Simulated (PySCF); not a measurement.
## Structure elucidation problem

An unknown has the formula C6H5F5. Its calculated NMR data are:

$^{1}$H NMR (300 MHz, computed): δ 6.42 (ddt, J = 19.7, 13.5, 1.9 Hz, 1H), 6.13 (t, J = 1.4 Hz, 1H), 6.03 (m, 1H), 5.87 (tt, J = 2.7, 1.1 Hz, 1H), 5.77 (dtt, J = 13.5, 2.8, 1.4 Hz, 1H).

$^{13}$C{$^{1}$H} NMR (computed): δ 145.0 (t, J = 20.7 Hz), 140.0, 134.8 (t, J = 9.3 Hz), 129.6, 124.6 (qt, J = 354.4, 37.5 Hz), 117.1 (tq, J = 310.5, 39.7 Hz).

Non-relativistic Hamiltonian, averaged over atoms made equivalent by symmetry, fast rotation or ring inversion, no solvent model, one conformer. Geometry: PBE0-D3(BJ)/def2-SVP; shieldings: GIAO PBE0/pcSseg-1; spin–spin couplings from B3LYP/pcJ-1 (spin–dipole term only in couplings to heteroatoms); PySCF.

Scale: $^{1}$H, $^{13}$C against TMS (reference shieldings calculated alike).

Problem. Propose a structure and justify it.

Solution. 
The formula gives 2 degrees of unsaturation (no ring in the answer). 6 carbon signals for 6 carbons: no two carbons are equivalent. Carbon types of the structure: 3 × C, 1 × CH, 2 × CH2, which accounts for all hydrogens. δC 145.0: fully substituted alkene carbon; an sp2 carbon of a C=C bond. δC 140.0: alkene CH; the olefinic region. δC 134.8, 129.6: terminal =CH2 carbon; an sp2 carbon of a C=C bond. δC 124.6: CF3 carbon; 3 electronegative neighbours deshield it. δC 117.1: allylic fully substituted sp3 carbon bonded to 2 F; 2 electronegative neighbours deshield it. δH 6.42: hydrogen on an alkene CH; attached to an sp2 carbon and in the plane of the double bond. δH 6.13, 6.03, 5.87, 5.77: hydrogen on a terminal =CH2 carbon; a vinylic proton, deshielded by the sp2 carbon and the C=C anisotropy. The protons at 5.77 and 6.42 share a coupling of 13.5 Hz (vicinal, cis across C=C).

The compound is SMILES C=CC(=C)C(F)(F)C(F)(F)F.

The shifts were computed for this structure.

C–F couplings over four or more bonds (about 3 Hz to the para carbon of a fluoroarene) are left out. Common functionals overestimate the size of one-bond C–F couplings by tens of Hz; these are unscaled. Multiplet labels drop couplings under 1 Hz and merge nearly equal ones. Unscaled 3J(H,H) at this level run about 10 % above measured values. Shifts are as computed. Against solution values, carbons near 30 ppm lie about +2 ppm off and those near 130 ppm about +5 ppm (rms about the fit 1.9 ppm; single classes can miss by 10 ppm). Of 1328 compounds with measured shifts, 309 miss one by over three times the rms of a fit or turn the order of signals round; such compounds aren't used in these exercises. Signals without a measured value on file couldn't be tested in this way; 1H shifts scatter by 0.2 ppm about their fit, and single ones miss by 0.5 ppm.
